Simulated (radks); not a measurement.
Removal energies from the arsenic ion As8+, [Ar] 3d7, by Delta-SCF beside the eigenvalue of the level emptied. Method: non-relativistic Kohn-Sham, PBE, spin-polarised, spherical densities, point nucleus; computed with a radial shooting solver on a logarithmic mesh with Libxc functionals. Open shells are filled with parallel spins first.

removed from       final configuration  Delta-SCF (eV)  -eigenvalue (eV)
3d                            [Ar] 3d6          215.67            198.92
3p                    [Ne] 3s2 3p5 3d7          307.17            290.60
3s                    [Ne] 3s1 3p6 3d7          359.43            342.83
2p            [He] 2s2 2p5 3s2 3p6 3d7          1514.1            1469.2
